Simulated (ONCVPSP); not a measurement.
Building the ONCV potential for W (Z = 74) (Wu-Cohen, fully relativistic).

The input file (ONCVPSP 4.0.1):

```
# ATOM AND REFERENCE CONFIGURATION
# atsym  z   nc   nv     iexc    psfile
  W 74.00   11    4  -118130      upf
#
#   n    l    f
    1    0    2.00
    2    0    2.00
    2    1    6.00
    3    0    2.00
    3    1    6.00
    3    2   10.00
    4    0    2.00
    4    1    6.00
    4    2   10.00
    4    3   14.00
    5    0    2.00
    5    1    6.00
    5    2    4.00
    6    0    1.50
    6    1    0.50
#
# PSEUDOPOTENTIAL AND OPTIMIZATION
# lmax
    3
#
#   l,   rc,      ep,       ncon, nbas, qcut
    0    2.60    0.00    3    6    2.20
    1    1.85    0.00    3    6    8.00
    2    2.30    0.00    4    8    7.60
    3    2.80    0.44    4    8    4.60
#
# LOCAL POTENTIAL
# lloc, lpopt,  rc(5),   dvloc0
    4    5    1.80    0.00
#
# VANDERBILT-KLEINMAN-BYLANDER PROJECTORs
# l, nproj, debl
    0    3    2.70
    1    2    2.80
    2    2    3.50
    3    2    1.40
#
# MODEL CORE CHARGE
# icmod, fcfact, rcfact
    0    0.00    0.00
#
# LOG DERIVATIVE ANALYSIS
# epsh1, epsh2, depsh
   -3.00    5.00    0.02
#
# OUTPUT GRID
# rlmax, drl
    6.00    0.01
#
# TEST CONFIGURATIONS
# ncnf
    4
# nvcnf
#   n    l    f
    4
    5    1    6.00
    5    2    4.00
    6    0    2.00
    6    1    0.00
#
    4
    5    1    6.00
    5    2    4.00
    6    0    1.00
    6    1    0.00
#
    4
    5    1    6.00
    5    2    4.00
    6    0    0.00
    6    1    0.00
#
    4
    5    1    6.00
    5    2    4.00
    6    0    1.00
    6    1    1.00
#
```

Command:

```bash
oncvpspr.x < W.dat > W.out
```

The program printed (shortened: citation, most of the input echo, consistency checks and plot data are left out):

```
ONCVPSP  (Optimized Norm-Conservinng Vanderbilt PSeudopotential)
relativistic version 4.0.1

#   n    l    f        energy (Ha)
    1    0    2.00    -2.5502038D+03
    2    0    2.00    -4.3987082D+02
    2    1    6.00    -3.7092854D+02    -4.2065077D+02
    3    0    2.00    -1.0131414D+02
    3    1    6.00    -8.2003276D+01    -9.2754085D+01
    3    2   10.00    -6.5247510D+01    -6.7585209D+01
    4    0    2.00    -2.0916593D+01
    4    1    6.00    -1.4873846D+01    -1.7367207D+01
    4    2   10.00    -8.5849214D+00    -9.0441861D+00
    4    3   14.00    -1.2106535D+00    -1.2929068D+00
    5    0    2.00    -2.9297213D+00
    5    1    6.00    -1.5166133D+00    -1.8785319D+00
    5    2    4.00    -1.8188893D-01    -2.0914901D-01
    6    0    1.50    -2.3190200D-01
    6    1    0.50    -5.8140715D-02    -7.8020116D-02

Reference configufation results
  iterations    33
  all-electron total energy (Ha)   -1.61646503D+04

Begin loop to  construct optimized pseudo wave functions
and semi-local pseudopoentials for all angular momenta

   Wellstate for l =  0  n =  8 kap= -1
     eigenvalue =   2.4681
     asymptotic potential =   2.9681
     half-point radius =  4.0799

   Wellstate for l =  0  n = 10 kap= -1
     eigenvalue =   5.1681
     asymptotic potential =   5.6681
     half-point radius =  4.5820

Calculating optimized projector #   1

 for l=   0

    Fraction of norm inside rc  0.348943
    Optimizing pswf for qcut=   2.21 a_B^-1,  ecut=   2.43 Ha
    Residual kinetic energy error=  3.59D-03 Ha

    Energy error per electron        Cutoff
         Ha          eV             Ha
         0.01000     0.27211        1.83
         0.00100     0.02721        5.51
         0.00010     0.00272       13.28
         0.00001     0.00027       25.68

Calculating optimized projector #   2

 for l=   0

    Fraction of norm inside rc  0.176740
    Optimizing pswf for qcut=   2.21 a_B^-1,  ecut=   2.43 Ha
    Residual kinetic energy error=  3.20D-01 Ha

    Energy error per electron        Cutoff
         Ha          eV             Ha
         0.01000     0.27211       12.96
         0.00100     0.02721       18.68
         0.00010     0.00272       27.04
         0.00001     0.00027       47.30

Calculating optimized projector #   3

 for l=   0

    Fraction of norm inside rc  0.124318
    Optimizing pswf for qcut=   2.21 a_B^-1,  ecut=   2.43 Ha
    Residual kinetic energy error=  1.01D+00 Ha

    Energy error per electron        Cutoff
         Ha          eV             Ha
         0.01000     0.27211       14.21
         0.00100     0.02721       26.86
         0.00010     0.00272       48.99
         0.00001     0.00027      103.79

Calculating optimized projector #   1

 for l=   1

    Fraction of norm inside rc  0.892049
    Optimizing pswf for qcut=   7.99 a_B^-1,  ecut=  31.92 Ha
    Residual kinetic energy error=  5.26D-07 Ha

    Energy error per electron        Cutoff
         Ha          eV             Ha
         0.01000     0.27211        8.22
         0.00100     0.02721       18.57
         0.00010     0.00272       23.70
         0.00001     0.00027       27.40

Calculating optimized projector #   2

 for l=   1

    Fraction of norm inside rc  0.025832
    Optimizing pswf for qcut=   7.99 a_B^-1,  ecut=  31.92 Ha
    Residual kinetic energy error=  4.76D-08 Ha

    Energy error per electron        Cutoff
         Ha          eV             Ha
         0.01000     0.27211        5.49
         0.00100     0.02721        8.50
         0.00010     0.00272       19.27
         0.00001     0.00027       24.50

Calculating optimized projector #   1

 for l=   1

    Fraction of norm inside rc  0.934447
    Optimizing pswf for qcut=   7.99 a_B^-1,  ecut=  31.92 Ha
    Residual kinetic energy error=  3.38D-07 Ha

    Energy error per electron        Cutoff
         Ha          eV             Ha
         0.01000     0.27211        9.82
         0.00100     0.02721       12.35
         0.00010     0.00272       21.40
         0.00001     0.00027       26.09

Calculating optimized projector #   2

 for l=   1

    Fraction of norm inside rc  0.033189
    Optimizing pswf for qcut=   7.99 a_B^-1,  ecut=  31.92 Ha
    Residual kinetic energy error=  5.29D-08 Ha

    Energy error per electron        Cutoff
         Ha          eV             Ha
         0.01000     0.27211        6.93
         0.00100     0.02721        9.93
         0.00010     0.00272       14.37
         0.00001     0.00027       23.72

   Wellstate for l =  2  n =  8 kap= -3
     eigenvalue =   3.3181
     asymptotic potential =   3.8181
     half-point radius =  4.2600

Calculating optimized projector #   1

 for l=   2

    Fraction of norm inside rc  0.673055
    Optimizing pswf for qcut=   7.60 a_B^-1,  ecut=  28.89 Ha
    Residual kinetic energy error=  4.10D-09 Ha

    Energy error per electron        Cutoff
         Ha          eV             Ha
         0.01000     0.27211       10.83
         0.00100     0.02721       14.75
         0.00010     0.00272       18.19
         0.00001     0.00027       21.31

Calculating optimized projector #   2

 for l=   2

    Fraction of norm inside rc  0.167883
    Optimizing pswf for qcut=   7.60 a_B^-1,  ecut=  28.89 Ha
    Residual kinetic energy error=  1.15D-08 Ha

    Energy error per electron        Cutoff
         Ha          eV             Ha
         0.01000     0.27211       12.88
         0.00100     0.02721       16.45
         0.00010     0.00272       19.46
         0.00001     0.00027       22.40

   Wellstate for l =  2  n =  8 kap=  2
     eigenvalue =   3.2909

Calculating optimized projector #   1

 for l=   2

    Fraction of norm inside rc  0.708750
    Optimizing pswf for qcut=   7.60 a_B^-1,  ecut=  28.89 Ha
    Residual kinetic energy error=  4.87D-09 Ha

    Energy error per electron        Cutoff
         Ha          eV             Ha
         0.01000     0.27211       11.39
         0.00100     0.02721       15.40
         0.00010     0.00272       18.73
         0.00001     0.00027       21.75

Calculating optimized projector #   2

 for l=   2

    Fraction of norm inside rc  0.171307
    Optimizing pswf for qcut=   7.60 a_B^-1,  ecut=  28.89 Ha
    Residual kinetic energy error=  2.61D-08 Ha

    Energy error per electron        Cutoff
         Ha          eV             Ha
         0.01000     0.27211       13.33
         0.00100     0.02721       17.02
         0.00010     0.00272       20.21
         0.00001     0.00027       23.17

   Wellstate for l =  3  n =  5 kap= -4
     eigenvalue =   0.4400
     asymptotic potential =   0.9400
     half-point radius =  5.4964

   Wellstate for l =  3  n =  7 kap= -4
     eigenvalue =   1.8400
     asymptotic potential =   2.3400
     half-point radius =  5.4661

Calculating optimized projector #   1

 for l=   3

    Fraction of norm inside rc  0.176948
    Optimizing pswf for qcut=   4.60 a_B^-1,  ecut=  10.59 Ha
    Residual kinetic energy error=  7.48D-06 Ha

    Energy error per electron        Cutoff
         Ha          eV             Ha
         0.01000     0.27211        3.50
         0.00100     0.02721        6.27
         0.00010     0.00272        8.40
         0.00001     0.00027       10.67

Calculating optimized projector #   2

 for l=   3

    Fraction of norm inside rc  0.222851
    Optimizing pswf for qcut=   4.60 a_B^-1,  ecut=  10.59 Ha
    Residual kinetic energy error=  9.39D-04 Ha

    Energy error per electron        Cutoff
         Ha          eV             Ha
         0.01000     0.27211        8.11
         0.00100     0.02721       10.76
         0.00010     0.00272       26.39
         0.00001     0.00027       41.98

   Wellstate for l =  3  n =  5 kap=  3
     eigenvalue =   0.4400

   Wellstate for l =  3  n =  7 kap=  3
     eigenvalue =   1.8394

Calculating optimized projector #   1

 for l=   3

    Fraction of norm inside rc  0.178618
    Optimizing pswf for qcut=   4.60 a_B^-1,  ecut=  10.59 Ha
    Residual kinetic energy error=  7.68D-06 Ha

    Energy error per electron        Cutoff
         Ha          eV             Ha
         0.01000     0.27211        3.56
         0.00100     0.02721        6.31
         0.00010     0.00272        8.43
         0.00001     0.00027       10.73

Calculating optimized projector #   2

 for l=   3

    Fraction of norm inside rc  0.223379
    Optimizing pswf for qcut=   4.60 a_B^-1,  ecut=  10.59 Ha
    Residual kinetic energy error=  9.48D-04 Ha

    Energy error per electron        Cutoff
         Ha          eV             Ha
         0.01000     0.27211        8.14
         0.00100     0.02721       10.78
         0.00010     0.00272       26.12
         0.00001     0.00027       41.86

Construct Vanderbilt / Kleinmman-Bylander projectors

B matrix Hermiticity error, ll=  0  kap= -1
   1   2   -1.6130D-04
   1   3   -1.7468D-04
   2   3   -1.9836D-04

  Orthonormal projector coefficients  9.2422E+00  4.0736E+00  9.2834E-01

B matrix Hermiticity error, ll=  1  kap= -2
   1   2    1.0363D-04

  Orthonormal projector coefficients  2.8893E+00 -1.2807E-01

B matrix Hermiticity error, ll=  1  kap=  1
   1   2    1.5374D-04

  Orthonormal projector coefficients  1.9944E+00 -4.1732E-01

B matrix Hermiticity error, ll=  2  kap= -3
   1   2    2.2353D-04

  Orthonormal projector coefficients  7.7687E-01 -1.0675E-01

B matrix Hermiticity error, ll=  2  kap=  2
   1   2    2.3705D-04

  Orthonormal projector coefficients  6.9075E-01 -2.0794E-01

B matrix Hermiticity error, ll=  3  kap= -4
   1   2   -4.1407D-05

  Orthonormal projector coefficients -4.7577E+00  6.2823E-01

B matrix Hermiticity error, ll=  3  kap=  3
   1   2   -4.0756D-05

  Orthonormal projector coefficients -3.0808E+00  7.1987E-01

 Orthonormal scalar projector coefficients, l =  1
  2.5639E+00 -1.9763E-01  8.3724E-04 -5.3635E-04

 Orthonormal spin-orbit projector coefficients, l =  1
  8.3175E-01 -5.9796E-02  1.8486E-02 -9.8995E-04

 Orthonormal scalar projector coefficients, l =  2
  7.3840E-01 -1.4443E-01  1.3148E-03 -8.2291E-05

 Orthonormal spin-orbit projector coefficients, l =  2
  8.2278E-02 -2.0062E-02  1.2949E-02 -2.3992E-04

 Orthonormal scalar projector coefficients, l =  3
 -4.0350E+00  6.6431E-01 -1.0483E-03  2.1079E-04

 Orthonormal spin-orbit projector coefficients, l =  3
 -4.9196E-01 -2.0545E-02  6.1624E-03  1.0566E-03

Pseudoatom total energy  -45.842086

Diagnostic tests using Vanderbilt-Kleinman-Bylander pseudopotentials
  relativistic with J = L +/- 1/2 projectors

   l  kap   rcore       rmatch      e in        delta e    norm test   slope test

   0  -1   2.6025365   2.6815552  -0.2319020   0.0000224   1.0000536   1.0025452
   0  -1   2.6025365   2.6815552   2.4680980   0.0001633   1.0001354   1.0001354
   0  -1   2.6025365   2.6815552   5.1680980   0.0003597   1.0004147   1.0004147

   1  -2   1.8505973   1.9067855  -1.5166133  -0.0000061   1.0001616   1.0001681
   1   1   1.8505973   1.9067855  -1.8785319  -0.0000009   1.0001897   1.0001850
   1  -2   1.8505973   1.9067855  -0.0581407   0.0000015   1.0000421   1.0000326
   1   1   1.8505973   1.9067855  -0.0780201   0.0000051   1.0000642   1.0000501

   2  -3   2.3090706   2.3791790  -0.1818889  -0.0000009   1.0000417   1.0000576
   2   2   2.3090706   2.3791790  -0.2091490   0.0000021   1.0000449   1.0000432
   2  -3   2.3090706   2.3791790   3.3181111   0.0000318   1.0001404   1.0001404
   2   2   2.3090706   2.3791790   3.3025985   0.0000306   1.0001521   1.0001521

   3  -4   2.8130055   2.8984144   0.4400000   0.0000032   0.9999989   0.9999989
   3   3   2.8130055   2.8984144   0.4393575   0.0000048   1.0000162   1.0000162
   3  -4   2.8130055   2.8984144   1.8400000  -0.0000021   1.0002663   1.0002663
   3   3   2.8130055   2.8984144   1.8366516   0.0000002   1.0001843   1.0001843

Diagnostic tests using Vanderbilt-Kleinman-Bylander pseudopotentials
  relativistic with scalar and spin-orbit non-local projectors

   l  kap   rcore       rmatch      e in        delta e    norm test   slope test

   0  -1   2.6025365   2.6815552  -0.2319020   0.0000224   1.0000536   1.0025452
   0  -1   2.6025365   2.6815552   2.4680980   0.0001633   1.0001354   1.0001354
   0  -1   2.6025365   2.6815552   5.1680980   0.0003597   1.0004147   1.0004147

   1  -2   1.8505973   1.9067855  -1.5166133  -0.0000066   1.0001619   1.0001682
   1   1   1.8505973   1.9067855  -1.8785319  -0.0000007   1.0001903   1.0001856
   1  -2   1.8505973   1.9067855  -0.0581407   0.0000015   1.0000438   1.0000329
   1   1   1.8505973   1.9067855  -0.0780201   0.0000051   1.0000634   1.0000502

   2  -3   2.3090706   2.3791790  -0.1818889   0.0000096   1.0000453   1.0001040
   2   2   2.3090706   2.3791790  -0.2091490   0.0000126   1.0000482   1.0000821
   2  -3   2.3090706   2.3791790   3.3181111   0.0000559   1.0001368   1.0001368
   2   2   2.3090706   2.3791790   3.3025985   0.0000556   1.0001489   1.0001489

   3  -4   2.8130055   2.8984144   0.4400000  -0.0000363   1.0000833   1.0000833
   3   3   2.8130055   2.8984144   0.4393575  -0.0000361   1.0001018   1.0001018
   3  -4   2.8130055   2.8984144   1.8400000  -0.0000575   1.0000041   1.0000041
   3   3   2.8130055   2.8984144   1.8366516  -0.0000482   0.9999161   0.9999161

Ghost test for J = L + 1/2

 Testing for bound ghosts
   n   l    E NL Schr. Eq   E Basis Diag.   E Cutoff

   1   0       -0.231880       -0.230163     27.54

   2   1       -1.516619       -1.516613     45.68
   3   1       -0.058139        0.044985     45.68

   3   2       -0.181890       -0.180868     64.64

 Testing for highly-localized positive-energy ghosts
       l    <radius>/rc     E Basis Diag.   E Cutoff

       0        0.560041        3.532843     27.54  WARNING - GHOST(+)

       3        0.922035        7.590782     48.74  WARNING - GHOST(+)

Ghost test for J = L - 1/2

 Testing for bound ghosts
   n   l    E NL Schr. Eq   E Basis Diag.   E Cutoff

   1   0       -0.231880       -0.230163     27.54

   2   1       -1.878533       -1.878530     45.68
   3   1       -0.078015       -0.000503     45.68

   3   2       -0.209147       -0.208448     64.64

 Testing for highly-localized positive-energy ghosts
       l    <radius>/rc     E Basis Diag.   E Cutoff

       0        0.560041        3.532843     27.54  WARNING - GHOST(+)

Test configuration 0

   n   l kap    f        eae           eps        diff
   1   0  -1  2.0000-2550.20384227
   2   0  -1  2.0000 -439.87082496
   2   1  -2  4.0000 -370.92853626
   2   1   1  2.0000 -420.65076644
   3   0  -1  2.0000 -101.31414331
   3   1  -2  4.0000  -82.00327593
   3   1   1  2.0000  -92.75408542
   3   2  -3  6.0000  -65.24751003
   3   2   2  4.0000  -67.58520874
   4   0  -1  2.0000  -20.91659322
   4   1  -2  4.0000  -14.87384626
   4   1   1  2.0000  -17.36720748
   4   2  -3  6.0000   -8.58492142
   4   2   2  4.0000   -9.04418609
   4   3  -4  8.0000   -1.21065352
   4   3   3  6.0000   -1.29290676
   5   0  -1  2.0000   -2.92972134
   5   1  -2  4.0000   -1.51661331   -1.51661937   -6.06E-06
   5   1   1  2.0000   -1.87853194   -1.87853280   -8.59E-07
   5   2  -3  2.4000   -0.18188893   -0.18188978   -8.52E-07
   5   2   2  1.6000   -0.20914901   -0.20914688    2.13E-06
   6   0  -1  1.5000   -0.23190200   -0.23187965    2.24E-05
   6   1  -2  0.3333   -0.05814071   -0.05813923    1.49E-06
   6   1   1  0.1667   -0.07802012   -0.07801497    5.14E-06

    Total energies and differences
      AE_ref= -1.61646503E+04  AE_tst= -1.61646503E+04  dif=  0.00E+00
      PS_ref= -4.58420860E+01  PS_tst= -4.58420860E+01  dif=  9.95E-14
      PSP excitation error= -9.95E-14

Test configuration 1

   n   l kap    f        eae           eps        diff
   1   0  -1  2.0000-2550.17344015
   2   0  -1  2.0000 -439.84100678
   2   1  -2  4.0000 -370.89873077
   2   1   1  2.0000 -420.62093082
   3   0  -1  2.0000 -101.28422855
   3   1  -2  4.0000  -81.97336297
   3   1   1  2.0000  -92.72417595
   3   2  -3  6.0000  -65.21763381
   3   2   2  4.0000  -67.55533648
   4   0  -1  2.0000  -20.88662577
   4   1  -2  4.0000  -14.84389337
   4   1   1  2.0000  -17.33724682
   4   2  -3  6.0000   -8.55500121
   4   2   2  4.0000   -9.01426118
   4   3  -4  8.0000   -1.18074810
   4   3   3  6.0000   -1.26300037
   5   0  -1  2.0000   -2.89973338
   5   1  -2  4.0000   -1.48658785   -1.48765423   -1.07E-03
   5   1   1  2.0000   -1.84849223   -1.84987222   -1.38E-03
   5   2  -3  2.4000   -0.15548792   -0.15564938   -1.61E-04
   5   2   2  1.6000   -0.18225039   -0.18245279   -2.02E-04
   6   0  -1  2.0000   -0.21179342   -0.21159575    1.98E-04
   6   1  -2  0.0000   -0.04374668   -0.04374668    0.00E+00
   6   1   1  0.0000   -0.06219746   -0.06219746    0.00E+00

    Total energies and differences
      AE_ref= -1.61646503E+04  AE_tst= -1.61647325E+04  dif= -8.22E-02
      PS_ref= -4.58420860E+01  PS_tst= -4.59242513E+01  dif= -8.22E-02
      PSP excitation error= -5.75E-05

Test configuration 2

   n   l kap    f        eae           eps        diff
   1   0  -1  2.0000-2550.45154830
   2   0  -1  2.0000 -440.11684182
   2   1  -2  4.0000 -371.17459685
   2   1   1  2.0000 -420.89695163
   3   0  -1  2.0000 -101.56020269
   3   1  -2  4.0000  -82.24934019
   3   1   1  2.0000  -93.00015169
   3   2  -3  6.0000  -65.49347253
   3   2   2  4.0000  -67.83116610
   4   0  -1  2.0000  -21.16267169
   4   1  -2  4.0000  -15.11989081
   4   1   1  2.0000  -17.61327561
   4   2  -3  6.0000   -8.83088464
   4   2   2  4.0000   -9.29016269
   4   3  -4  8.0000   -1.45657355
   4   3   3  6.0000   -1.53882689
   5   0  -1  2.0000   -3.17572689
   5   1  -2  4.0000   -1.76349294   -1.76268894    8.04E-04
   5   1   1  2.0000   -2.12501870   -2.12394318    1.08E-03
   5   2  -3  2.4000   -0.42174086   -0.42166524    7.56E-05
   5   2   2  1.6000   -0.45034804   -0.45023690    1.11E-04
   6   0  -1  1.0000   -0.44981984   -0.45008995   -2.70E-04
   6   1  -2  0.0000   -0.24039067   -0.24039067    0.00E+00
   6   1   1  0.0000   -0.27053510   -0.27053510    0.00E+00

    Total energies and differences
      AE_ref= -1.61646503E+04  AE_tst= -1.61644037E+04  dif=  2.47E-01
      PS_ref= -4.58420860E+01  PS_tst= -4.55954609E+01  dif=  2.47E-01
      PSP excitation error= -6.25E-05

Test configuration 3

   n   l kap    f        eae           eps        diff
   1   0  -1  2.0000-2550.77042287
   2   0  -1  2.0000 -440.43259178
   2   1  -2  4.0000 -371.49039522
   2   1   1  2.0000 -421.21297277
   3   0  -1  2.0000 -101.87580450
   3   1  -2  4.0000  -82.56494211
   3   1   1  2.0000  -93.31577342
   3   2  -3  6.0000  -65.80893641
   3   2   2  4.0000  -68.14662723
   4   0  -1  2.0000  -21.47830942
   4   1  -2  4.0000  -15.43547425
   4   1   1  2.0000  -17.92889338
   4   2  -3  6.0000   -9.14631902
   4   2   2  4.0000   -9.60562031
   4   3  -4  8.0000   -1.77179344
   4   3   3  6.0000   -1.85406117
   5   0  -1  2.0000   -3.49057180
   5   1  -2  4.0000   -2.07817437   -2.07505276    3.12E-03
   5   1   1  2.0000   -2.43992732   -2.43576707    4.16E-03
   5   2  -3  2.4000   -0.71910688   -0.71870407    4.03E-04
   5   2   2  1.6000   -0.74995029   -0.74942080    5.29E-04
   6   0  -1  0.0000   -0.70653862   -0.70653862    0.00E+00
   6   1  -2  0.0000   -0.46090005   -0.46090005    0.00E+00
   6   1   1  0.0000   -0.50131013   -0.50131013    0.00E+00

    Total energies and differences
      AE_ref= -1.61646503E+04  AE_tst= -1.61638268E+04  dif=  8.23E-01
      PS_ref= -4.58420860E+01  PS_tst= -4.50179525E+01  dif=  8.24E-01
      PSP excitation error= -6.68E-04

Test configuration 4

   n   l kap    f        eae           eps        diff
   1   0  -1  2.0000-2550.23232529
   2   0  -1  2.0000 -439.89873519
   2   1  -2  4.0000 -370.95643065
   2   1   1  2.0000 -420.67868899
   3   0  -1  2.0000 -101.34214925
   3   1  -2  4.0000  -82.03127956
   3   1   1  2.0000  -92.78208566
   3   2  -3  6.0000  -65.27547886
   3   2   2  4.0000  -67.61317366
   4   0  -1  2.0000  -20.94465590
   4   1  -2  4.0000  -14.90189489
   4   1   1  2.0000  -17.39526324
   4   2  -3  6.0000   -8.61293787
   4   2   2  4.0000   -9.07220705
   4   3  -4  8.0000   -1.23865181
   4   3   3  6.0000   -1.32090648
   5   0  -1  2.0000   -2.95778972
   5   1  -2  4.0000   -1.54464135   -1.54355891    1.08E-03
   5   1   1  2.0000   -1.90661561   -1.90519035    1.43E-03
   5   2  -3  2.4000   -0.20612657   -0.20597999    1.47E-04
   5   2   2  1.6000   -0.23386982   -0.23367425    1.96E-04
   6   0  -1  1.0000   -0.24981262   -0.25000685   -1.94E-04
   6   1  -2  0.6667   -0.07110085   -0.07109831    2.54E-06
   6   1   1  0.3333   -0.09236943   -0.09237749   -8.06E-06

    Total energies and differences
      AE_ref= -1.61646503E+04  AE_tst= -1.61645655E+04  dif=  8.47E-02
      PS_ref= -4.58420860E+01  PS_tst= -4.57573095E+01  dif=  8.48E-02
      PSP excitation error= -4.30E-05
```

The run took about 12 s on one core of a shared server CPU.
